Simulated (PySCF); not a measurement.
Species: (FAlS)3 ring, Al₃F₃S₃.
Z-matrix (Å and degrees, PBE0-D3(BJ)/def2-SVP geometry), rows numbered from 1:
```
Al
F   1  1.6552
S   1  2.1650  2  113.87
Al  3  2.1653  1  107.88  2   174.94
F   4  1.6561  3  114.09  1  -175.75
S   4  2.1667  3  131.63  1     4.81
Al  6  2.1638  4  108.56  3    -3.28
F   7  1.6561  6  114.26  4  -178.14
S   1  2.1648  2  114.05  3  -179.48
```

NICS is the negative of the GIAO shielding at a point without a nucleus: at the ring centre (0) and 1 Å above and below it (1); zz is the component along the ring normal. Level: GIAO B3LYP/pcSseg-1 (pcSseg-2 on Al) (PySCF, non-relativistic, gas phase) on the PBE0-D3(BJ)/def2-SVP geometry, one conformer.

Ring bond lengths (Å): Al1–S3 2.165, S3–Al4 2.165, Al4–S6 2.167, S6–Al7 2.164, Al7–S9 2.165, S9–Al1 2.165.

Q: What do the NICS probes read (ppm)?

A: 
```csv
ring,type,NICS(0),"NICS(1), two faces","NICS(1)zz, two faces",rms pucker (Å),"centre to ring atoms, mean (Å)"
Al1–S3–Al4–S6–Al7–S9,6-membered ring with 3 Al and 3 S,-4.1,-2.4 / -2.4,4.3 / 4.2,0.02,2.15
```

Q: What do they say, and how far can they be read as aromaticity?

A: 
- Al1–S3–Al4–S6–Al7–S9: mean NICS(1)zz 4.2 ppm, deshielded.

Q: How do the values depend on the level or the medium?

A: 
| level | NICS(0), Al1–S3–Al4–S6–Al7–S9 | mean NICS(1)zz, Al1–S3–Al4–S6–Al7–S9 |
| --- | --- | --- |
| B3LYP/pcSseg-1 (pcSseg-2 on Al), gas | -4.1 | 4.2 |
| PBE/pcSseg-1 (pcSseg-2 on Al), gas | -4.3 | 4.2 |
| PBE0/pcSseg-1 (pcSseg-2 on Al), gas | -4.2 | 4.2 |

The geometry is the same throughout.
